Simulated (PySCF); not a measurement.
SMILES COC(=O)[SiH2]c1ccccc1 (C8H10O2Si), GFN2-xTB optimised geometry.

```
21

C     -3.87    -2.27     2.63
O     -2.66    -2.39     1.89
C     -2.51    -1.65     0.79
O     -3.35    -0.88     0.38
Si    -0.80    -1.97    -0.02
C      0.16    -0.35     0.00
C     -0.50     0.88     0.00
C      0.21     2.07     0.00
C      1.60     2.05     0.00
C      2.27     0.83     0.00
C      1.55    -0.35     0.00
H     -4.21    -3.28     2.88
H     -3.67    -1.71     3.54
H     -4.62    -1.75     2.03
H     -1.04    -2.41    -1.40
H     -0.14    -3.01     0.77
H     -1.58     0.90    -0.01
H     -0.31     3.01    -0.01
H      2.15     2.97     0.00
H      3.35     0.81     0.00
H      2.08    -1.29     0.00
```

Density from PySCF with PBE/def2-SVP at that geometry.

Minimum of the electron density along straight lines between bonded atoms, close to the bond critical point (lines longer than 1.1 times the sum of covalent radii, or with two minima, are not listed):

```csv
bond,length / Å,ρ at the minimum / e bohr⁻³,∇²ρ there / e bohr⁻⁵,position (fraction from the first atom)
C1–O2,1.425,0.244,-0.37,0.35
O2–C3,1.337,0.300,-0.26,0.66
C3–O4,1.208,0.410,0.40,0.33
C3–Si5,1.917,0.109,0.30,0.62
Si5–C6,1.888,0.113,0.31,0.38
C6–C7,1.394,0.302,-0.72,0.50
C7–C8,1.383,0.310,-0.77,0.50
C8–C9,1.385,0.309,-0.77,0.50
C9–C10,1.385,0.309,-0.77,0.50
C6–C11,1.394,0.302,-0.72,0.50
C10–C11,1.383,0.310,-0.77,0.50
C1–H12,1.089,0.281,-1.07,0.64
C1–H13,1.091,0.279,-1.05,0.64
C1–H14,1.092,0.281,-1.09,0.65
Si5–H15,1.467,0.116,0.31,0.49
Si5–H16,1.463,0.117,0.32,0.49
C7–H17,1.080,0.284,-1.08,0.64
C8–H18,1.081,0.281,-1.05,0.63
C9–H19,1.080,0.281,-1.05,0.63
C10–H20,1.081,0.281,-1.05,0.63
C11–H21,1.081,0.281,-1.05,0.63
```
